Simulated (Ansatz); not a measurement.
Calculated with Ansatz (gas phase, PBE0-D4/def2-TZVP geometries, no zero-point term in ΔE). CCSD(T)/CBS adds triple-zeta CCSD(T) − MP2 to the extrapolated MP2 energy (def2 sets, frozen cores). This one scheme is used for every species. Functionals use def2-TZVPP.

Consider the ligand exchange at the Al–C bond: `C/C=[CH]/[AlH2]` + CH₃SH → `C[S][AlH2]` + propene.

Q: Is it downhill or uphill in electronic energy at CCSD(T)/CBS, and by how much? (Best estimate.)

A: Computed: Downhill: ΔE = -103.9 kJ/mol.

Q: What do these levels give: r2SCANh-D4, ωB97X-V, PBE0, r2SCAN0, RPA@PBE/def2-TZVPP, HF/CBS(def2)? (Best estimate.)

A: Computed: r2SCANh-D4 -104.7, ωB97X-V -100.4, PBE0 -103.4, r2SCAN0 -104.8, RPA@PBE/def2-TZVPP -95.3, HF/CBS(def2) -100.2 kJ/mol.

Largest T1 diagnostic among the species: 0.011.

Leaving LDA and LC-ωPBE aside and taking each functional with its dispersion term where it has one, the values, not all of them listed here, spread over 4.7 kJ/mol, from r2SCAN0-D4 to CAM-B3LYP-D4.
